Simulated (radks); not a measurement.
Fractional charge and spin in the 4d shell of rhodium: the spin-up occupation runs from 3 to 4 and the spin-down occupation from 3 to 4; the fullest corner is Rh, [Kr] 5s(up 0.5, down 0.5) 4d(up 4, down 4). Method: scalar-relativistic Kohn-Sham, BLYP, spin-polarised, spherical densities, point nucleus; computed with a radial shooting solver on a logarithmic mesh with Libxc functionals. Energy (eV) minus the two flat planes that join the four corners (they meet along the diagonal where the two added fractions sum to one electron); zero is where a piecewise linear energy would lie.

\begin{tabular}{lrrrrr}
down \ up & 3 & 3.25 & 3.5 & 3.75 & 4 \\ \hline
3 & 0.000 & -1.170 & -1.544 & -1.145 & 0.000 \\
3.25 & -1.170 & -1.500 & -1.060 & 0.125 & -0.991 \\
3.5 & -1.544 & -1.060 & 0.167 & -0.910 & -1.299 \\
3.75 & -1.145 & 0.125 & -0.910 & -1.260 & -0.957 \\
4 & 0.000 & -0.991 & -1.299 & -0.957 & 0.000 \\
\end{tabular}

Corners above the fullest one (they belong to Rh+ and the next ion): (up 4, down 3) 10.836 eV, (up 3, down 4) 10.836 eV, (up 3, down 3) 33.749 eV. With half an added electron in each spin the energy lies 0.167 eV from the planes, and with half an added electron in spin up alone -1.544 eV. The planes are only a guide here: the flat-plane condition holds for ground states with one frontier orbital, while this shell lies below other occupied shells, so the corners above the fullest one are inner-hole states and not the ground states of those ions.
